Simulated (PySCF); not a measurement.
**Correlation energy of Si⁺ (silicon, charge +1)**

[Ne] 3s2 3p1, 2P determinant. Computed with PySCF 2.14 in x2c-SVPall, with scalar relativity by spin-free X2C-1e. Frozen: [Ne]; 3 electrons correlated.

MP2 pair energies summed by pair of shells (mhartree):

```json
{"pair": "3s-3s", "energy": "-20.77", "share (%)": "59.0"}
{"pair": "3s-3p", "energy": "-14.44", "share (%)": "41.0"}
```

Total MP2 correlation energy: -35.21 mhartree.

Same-spin part -2.15 and opposite-spin part -33.06 mhartree; SCS-MP2 scales them by 1/3 and 6/5 to -40.39 mhartree.

```csv
level,correlation energy (mhartree)
CCSD,-52.92
(T),-0.66
CCSD(T),-53.58
```

Diagnostics: T1 = 0.011, D1 = 0.0254, largest double amplitude 0.111.

Task: Is a single reference adequate?

Result: Mostly. T1 lies below 0.03, but a double amplitude of this size points to a near-degeneracy that CCSD handles and MP2 describes poorly.
